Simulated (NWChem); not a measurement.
Species: GeF₂, singlet; SMILES [F][Ge][F]

```xyz
3

Ge     0.0000     0.0000     0.4160
F     -1.3105     0.0000    -0.7395
F      1.3105     0.0000    -0.7395
```
Atoms are numbered in this order, from 1.

All runs: NWChem. Low-valent species are run as closed-shell singlets; no triplet was tried in these runs. All runs use the structure optimised with PBE0/def2-SVP.

Taking PBE/cc-pVQZ as the yardstick, which of these has the fewest basis functions while keeping “dipole (D)” within 0.2 D of it: PBE/cc-pVTZ; PBE/aug-cc-pVDZ; PBE/aug-cc-pVTZ; PBE/cc-pVDZ?

PBE/aug-cc-pVDZ.
```tsv
level	basis functions	dipole (D)	relative time (rough)
PBE/cc-pVDZ	55	2.06	1
PBE/aug-cc-pVDZ	82	2.40	2
PBE/cc-pVTZ	103	2.19	3
PBE/aug-cc-pVTZ	151	2.38	6
PBE/cc-pVQZ	178	2.30	5
```

The yardstick is one finite set, not the basis-set limit.
